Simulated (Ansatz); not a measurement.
Ansatz (an electronic-structure program) input for F3Si, SMILES F[Si](F)F, multiplicity 2, PBE-D3(BJ)/def2-TZVP. 

Ansatz 0.2 input:
```yaml
crystal:
  periodic: [false, false, false]
  atoms:
    - {symbol: F, position_ang: [1.25701111, -0.72573570, -0.22213353]}
    - {symbol: Si, position_ang: [-0.00000000, -0.00000000, 0.42840038]}
    - {symbol: F, position_ang: [0.00000000, 1.45147140, -0.22213353]}
    - {symbol: F, position_ang: [-1.25701111, -0.72573570, -0.22213353]}
basis:
  gaussian:
    orbitals: def2-TZVP
hamiltonian:
  xc: pbe
  dispersion: d3bj
magnetization: {spin_polarized: true, initial_magnetization: 1}
relax: {f_tol: 0.002, max_steps: 200}
```

It prints:

```
WARN ansatz: RAYON_NUM_THREADS=1 ignored (pool sized by the plan → 1); use --threads N
Functional definition: PBE
integrals: 0.04 GiB planned
720 factors; their error is unknown
mean field: 0.40 GiB planned
mean field evaluation 1: about -16019.6576 eV, gradient 4.1e1 eV
mean field evaluation 2: about -16000.5814 eV, gradient 9.1e1 eV
mean field evaluation 4: about -16024.2831 eV, gradient 1.2e0 eV
mean field evaluation 8: about -16024.2813 eV, gradient 2.3e-2 eV
mean field -16024.28127181 eV, -588.8814750909 hartree, gradient 3.6e-5 eV, S^2 0.751166; 0 other end points of the search recorded, 0 dependent functions left out
the calculation of the forces begins
reference -16024.28130083 eV, -588.8814761574 hartree; 21, 20 occupied and 109, 110 virtual orbitals, 720 factors
relax step   1: F+E_penalty+E_count = -16024.32833263 eV  Δ(F+E_penalty+E_count) = +0.000e0 eV  max|allowed force component| = 6.512e-1 eV/Å  Δτ_max = 0.0000 Å  (27 SCF iters, accepted)
these checks for a lower state are left out or cut short: starts, cluster_reference, orbital_swaps, neighbouring_geometries, increment
integrals: 0.04 GiB planned
720 factors; their error is unknown
mean field: 0.40 GiB planned
mean field evaluation 16: about -16024.3158 eV, gradient 2.1e0 eV
mean field -16024.33168830 eV, -588.8833278630 hartree, gradient 1.2e-5 eV, S^2 0.751163; 0 other end points of the search recorded, 0 dependent functions left out
the calculation of the forces begins
reference -16024.33171756 eV, -588.8833289381 hartree; 21, 20 occupied and 109, 110 virtual orbitals, 720 factors
relax step   2: F+E_penalty+E_count = -16024.37856401 eV  Δ(F+E_penalty+E_count) = -5.023e-2 eV  max|allowed force component| = 3.037e-1 eV/Å  Δτ_max = 0.0297 Å  (29 SCF iters, accepted)
these checks for a lower state are left out or cut short: starts, cluster_reference, orbital_swaps, neighbouring_geometries, increment
integrals: 0.04 GiB planned
720 factors; their error is unknown
mean field: 0.40 GiB planned
mean field -16024.34743869 eV, -588.8839066790 hartree, gradient 1.1e-5 eV, S^2 0.751164; 0 other end points of the search recorded, 0 dependent functions left out
the calculation of the forces begins
reference -16024.34746819 eV, -588.8839077632 hartree; 21, 20 occupied and 109, 110 virtual orbitals, 720 factors
relax step   3: F+E_penalty+E_count = -16024.39412371 eV  Δ(F+E_penalty+E_count) = -1.556e-2 eV  max|allowed force component| = 5.021e-2 eV/Å  Δτ_max = 0.0320 Å  (29 SCF iters, accepted)
these checks for a lower state are left out or cut short: starts, cluster_reference, orbital_swaps, neighbouring_geometries, increment
integrals: 0.04 GiB planned
720 factors; their error is unknown
mean field: 0.40 GiB planned
mean field evaluation 32: about -16024.3535 eV, gradient 1.7e-1 eV
mean field -16024.34750964 eV, -588.8839092863 hartree, gradient 2.1e-5 eV, S^2 0.751165; 0 other end points of the search recorded, 0 dependent functions left out
the calculation of the forces begins
reference -16024.34753912 eV, -588.8839103697 hartree; 21, 20 occupied and 109, 110 virtual orbitals, 720 factors
relax step   4: F+E_penalty+E_count = -16024.39420356 eV  Δ(F+E_penalty+E_count) = -7.984e-5 eV  max|allowed force component| = 3.146e-3 eV/Å  Δτ_max = 0.0026 Å  (23 SCF iters, accepted)
these checks for a lower state are left out or cut short: starts, cluster_reference, orbital_swaps, neighbouring_geometries, increment
integrals: 0.04 GiB planned
720 factors; their error is unknown
mean field: 0.40 GiB planned
mean field -16024.34751139 eV, -588.8839093507 hartree, gradient 1.0e-5 eV, S^2 0.751165; 0 other end points of the search recorded, 0 dependent functions left out
the calculation of the forces begins
reference -16024.34754087 eV, -588.8839104340 hartree; 21, 20 occupied and 109, 110 virtual orbitals, 720 factors
relax step   5: F+E_penalty+E_count = -16024.39420417 eV  Δ(F+E_penalty+E_count) = -6.154e-7 eV  max|allowed force component| = 4.586e-4 eV/Å  Δτ_max = 0.0001 Å  (20 SCF iters, accepted)
integrals: 0.04 GiB planned
720 factors; their error is unknown
mean field: 0.40 GiB planned
mean field -16024.34751139 eV, -588.8839093507 hartree, gradient 1.0e-5 eV, S^2 0.751165; 1 other end points of the search recorded, 0 dependent functions left out
the calculation of the forces begins
reference -16024.34754087 eV, -588.8839104340 hartree; 21, 20 occupied and 109, 110 virtual orbitals, 720 factors
Total energy: -16024.39423365 eV, -588.8856263622 hartree
Atom 0 at     1.296417    -0.748488    -0.202402 Å, force     0.000389    -0.000237    -0.000142 eV/Å
Atom 1 at    -0.000000    -0.000000     0.369205 Å, force    -0.000000     0.000016     0.000421 eV/Å
Atom 2 at    -0.000000     1.496976    -0.202402 Å, force    -0.000000     0.000459    -0.000136 eV/Å
Atom 3 at    -1.296417    -0.748488    -0.202402 Å, force    -0.000389    -0.000237    -0.000142 eV/Å
Dipole moment:    -0.000000    -0.000004     0.224556 e Å
```

Self-consistency was reached.
